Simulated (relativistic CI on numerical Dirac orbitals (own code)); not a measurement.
Zr⁴⁺: L2,3 absorption edge

Computed with this model: Dirac-Coulomb-Breit CI, separate exchange-only KLI orbitals for each configuration, model QED (radiative potential, 1s self-energy scaled to tabulated hydrogen-like ionisation energies), valence Slater integrals scaled by 0.8, multiplet model of core-to-valence dipole absorption; configurations [Ar] 3d10 4s2 4p6 → [He] 2s2 2p5 3s2 3p6 3d10 4s2 4p6 4d; 300 K; Lorentzian 1.6 eV and Gaussian 0.5 eV FWHM. Energies are those of the free ion, without screening or charge transfer. The branching ratio is the share of the lower-energy edge in the whole absorption, uncertain by about 0.02 where the edges overlap. S is read from ⟨S²⟩ = S(S + 1).

Field parameters in Wybourne normalisation: D4h B²₀ = −7Ds, B⁴₀ = 21(Dq − Dt), B⁴₄ = 21√(5/14) Dq. The field is a parameter set, without covalency.

Computed curve for D4h, 10Dq = 22700, Ds = -860, Dt = -190 cm⁻¹, scaled to 100 at the maximum (points under 2 are left out and the grid is thinned):

Energy (eV), Intensity and a bar:
```
  2222.25        2.1 
  2222.75        2.4 
  2223.25        2.8 
  2223.75        3.3 
  2224.25        3.9 #
  2224.75        4.8 #
  2225.25        5.9 #
  2225.75        7.6 ##
  2226.00        8.8 ##
  2226.50       12.1 ###
  2227.00       17.8 #####
  2227.50       28.4 ########
  2228.00       48.3 ###############
  2228.50       77.6 ########################
  2229.00       90.9 ############################
  2229.50       70.7 ######################
  2230.00       52.4 ################
  2230.50       52.9 ################
  2231.00       71.3 ######################
  2231.50       95.1 ##############################
  2232.00       95.8 ##############################
  2232.50       66.5 #####################
  2233.00       38.5 ############
  2233.25       29.5 #########
  2233.75       18.5 #####
  2234.25       12.6 ###
  2234.75        9.2 ##
  2235.25        7.0 ##
  2235.75        5.5 #
  2236.25        4.5 #
  2236.75        3.7 #
  2237.25        3.1 
  2237.75        2.7 
  2238.25        2.3 
  2238.75        2.0 
  2309.00        2.4 
  2309.50        3.0 
  2309.75        3.4 
  2310.25        4.5 #
  2310.75        6.1 #
  2311.25        9.0 ##
  2311.75       14.2 ####
  2312.25       24.5 #######
  2312.75       41.9 #############
  2313.25       53.3 ################
  2313.75       42.1 #############
  2314.25       28.0 ########
  2314.75       23.3 #######
  2315.25       27.2 ########
  2315.75       36.0 ###########
  2316.25       38.7 ############
  2316.75       29.3 #########
  2317.00       22.9 #######
  2317.50       13.4 ####
  2318.00        8.3 ##
  2318.50        5.7 #
  2319.00        4.1 #
  2319.50        3.1 
  2320.00        2.5 
  2320.50        2.0
```

The ground state has S = 0.00, and the centroid lies at 2257.55 eV.
